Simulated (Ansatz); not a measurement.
Results of the Gaussian-basis code of Ansatz.

Basis-set series for ClH3O3Ti, SMILES `[OH][Ti]([OH])([OH])[Cl]`. Charge 0, multiplicity 1. All single points use the PBE0-D4/def2-TZVP geometry. It is one conformer, not always the lowest.

```tsv
functional	basis	functions	energy (Eh)	HOMO (eV)	LUMO (eV)
PBE0-D4	def2-TZVPP	241	-1536.91928	-8.76	-1.96
PBE0-D4	def2-QZVPP	424	-1536.96181	-8.80	-1.99
ωB97M-V	def2-TZVPP	241	-1537.35582	-11.03	0.27
ωB97M-V	def2-QZVPP	424	-1537.39596	-11.07	0.17
```

Task: Give the rows for def2-SVP. (An estimate is asked.)

Result: The calculation gave: 
```
functional     basis  functions  energy (Eh)  HOMO (eV)  LUMO (eV)
   PBE0-D4  def2-SVP        106  -1536.35999      -8.47      -1.81
   ωB97M-V  def2-SVP        106  -1536.79225     -10.67       0.48
```

Positive LUMOs are unbound and depend on the basis. Scalar relativity is left out up to krypton.
